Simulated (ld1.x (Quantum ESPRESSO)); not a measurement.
**Building the PAW potential for W (Z = 74) (LDA (PZ), fully relativistic).**

| Item | Value |
| --- | --- |
| Element | tungsten |
| Generator | ld1.x (Quantum ESPRESSO) 7.5 |
| Type | PAW |
| Functional | LDA (PZ) |
| Relativity | fully relativistic |
| Frozen core | [Kr] 4d10 4f14 |
| Valence charge | 14 |
| Reference configuration | 5s2 5p6 5d4 6s2 6p0 |
| Partial waves | 5s (bound): rcut 1.45, rcutus 1.85 bohr; 6s (bound): rcut 1.45, rcutus 1.85 bohr; 5p (bound): rcut 2.15, rcutus 2.30 bohr; 6p (bound, empty): rcut 2.15, rcutus 2.30 bohr; 5d (bound): rcut 2.55, rcutus 3.15 bohr; 5d channel at 4.15 Ry: rcut 2.55, rcutus 3.15 bohr |
| Local potential | all-electron potential smoothed inside 2.85 bohr (lloc = -1) |
| Core correction | Bessel-smoothed model core, default radius (core density twice the valence density) |
| Augmentation charge | PSQ, inside the norm-conserving radii |

Open shells are filled in proportion to 2j + 1 (rel_dist='average').

Task: Does this generation succeed?

Result: No. ld1.x (Quantum ESPRESSO) 7.5 stopped with "find_q: problem finding q": no Bessel wave vectors were found for the pseudised augmentation function at its matching radius.
